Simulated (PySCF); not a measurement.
## Excitation energy of Os by level of theory

Os [Xe] 4f14 5d6 6s2 (5D) → Os [Xe] 4f14 5d8 (3F), as a difference of total energies. Computed with PySCF 2.14 in aug-cc-pVDZ-PP with ECP60MDF, with scalar relativity through the core potential. Correlated levels: valence: 5s2 5p6 frozen. The calculations carry no spin-orbit coupling.

```csv
method,excitation energy (eV)
UHF,4.018
MP2 (valence),3.318
SCS-MP2 (valence),3.102
CCSD (valence),3.446
CCSD(T) (valence),3.229
```

**Question.** How much does correlation contribute at CCSD(T) (valence)?

**Answer.** 3.229 − (4.018) = -0.789 eV, measured against UHF.
